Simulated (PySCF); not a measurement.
Al(H)(NH2)(NMe2) (C₂H₉AlN₂), SMILES C[N](C)[AlH][NH2].

The structure is a stationary point at TPSSh-D3(BJ)/def2-SVP. The structure was generated by enumeration; whether it is a known compound was not checked. One conformer was computed; it need not be the lowest.

Two levels are set side by side: PBE/def2-TZVP (PySCF) and PBE0/def2-TZVP (PySCF). Same geometry, gas phase. Differences are taken from unrounded values.

| quantity | PBE0 | PBE | PBE minus PBE0 |
|---|---|---|---|
| orbital gap (eV) | 6.37 | 4.36 | -2.00 |
| highest occupied level (eV) | -6.10 | -4.84 | 1.26 |
| lowest empty level (eV) | 0.27 | -0.48 | -0.75 |
| dipole moment (D) | 1.04 | 1.11 | 0.06 |
| mean polarisability (bohr³) | 68.4 | 72.4 | 4.0 |

PBE's occupied levels lie high since its potential decays too fast outside the molecule; exact exchange lowers them and widens the gap. Loosely held outer electrons make PBE densities more polarisable. Differences between two approximate levels are no errors against the true value.

Rough cost on one machine, each run with all the roots and properties that it gave: PBE0 against PBE within a factor of 2.
